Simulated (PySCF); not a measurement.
# One molecule, several mistakes: BClGeH5Si

These are calculations, not measurements. They come from PySCF 2.14.0, an open-source quantum chemistry program, on an isolated molecule that a program drew, which may never have been made. The molecule is BClGeH5Si (charge 0, doublet), drawn as the SMILES string `[SiH3][B](Cl)[GeH2]`.

Each row is a Hartree-Fock (HF) and frozen-core CCSD(T) single point in the cc-pV(D+d)Z basis, meant for a local HF minimum. Run 1 is clean. Each other run has one planted mistake out of seven kinds, and not every kind appears here: one electron removed, one electron added, multiplicity raised by two, geometry at a saddle point, minimal basis STO-3G, one bond length entered in bohr, all coordinates scaled. The reference is restricted for singlets and unrestricted otherwise, and also for a bond in bohr. Adding or removing an electron swaps singlet and doublet. Electrons count all cores. HOMO and LUMO are orbital energies over both spins, the gradient is its largest component, and the lowest frequency (negative if imaginary) is given only where the gradient is small. Bond lengths are over the 8 bonds as drawn. T1 is the CCSD diagnostic: over 0.02 (restricted) or 0.045 (unrestricted) a single reference is doubtful. Germanium has the cc-pVDZ-PP basis, with a core potential (ECP10MDF) in place of its 10 inner electrons, and its 3s, 3p and 3d shells are frozen in CCSD(T).

Geometry of the clean run:
```xyz
9
BClGeH5Si, angstrom
Si    1.4597    2.1318    0.5307
B     2.2073    0.3128   -0.0246
Cl    3.8213    0.2707   -0.7709
Ge    1.1929   -1.4345    0.1337
H     0.0830    2.0113    1.0694
H     1.4379    3.0448   -0.6380
H     2.3324    2.7154    1.5789
H     1.8755   -2.7868   -0.0437
H    -0.0613   -1.5257    0.9978
```

```
run  electrons  basis functions  <S^2>  HOMO (eV)  LUMO (eV)  gradient (hartree/bohr)  lowest frequency (cm^-1)  mean bond (Å)  longest bond (Å)      T1  HF (hartree)  CCSD(T) (hartree)                     mistake
  1         73              108  0.765      -8.35       0.13                  1.6e-05                        66         1.6687             2.044  0.0178   -1069.40633        -1069.88823                    no fault
  2         73              108  3.775      -6.25      -2.11                  4.1e-02                         -         1.6687             2.044  0.0250   -1069.27008        -1069.74693  multiplicity raised by two
  3         73              108  0.764      -8.35       0.15                  2.0e-02                         -         1.6303             1.997  0.0171   -1069.40191        -1069.88304                           ?
  4         72              108  0.000     -15.46      -6.80                  3.4e-02                         -         1.6687             2.044  0.0198   -1069.12838        -1069.59886                           ?
```

**Which mistake was planted in run 3, and what did it cost?**

The mean and the longest bond both change by the same factor, 0.977, and the gradient is no longer small. So the mistake is: all coordinates scaled. Subtracting run 1 and multiplying by 627.51 kcal/mol a hartree, the energy moved by 2.8 kcal/mol in HF and 3.3 kcal/mol in CCSD(T).

**Which mistake was planted in run 4, and what did it cost?**

It counts 72 electrons, one fewer than the clean run, at the same geometry and basis. So the mistake is: one electron removed. Subtracting run 1 and multiplying by 627.51 kcal/mol a hartree, the energy moved by 174.4 kcal/mol in HF and 181.6 kcal/mol in CCSD(T).

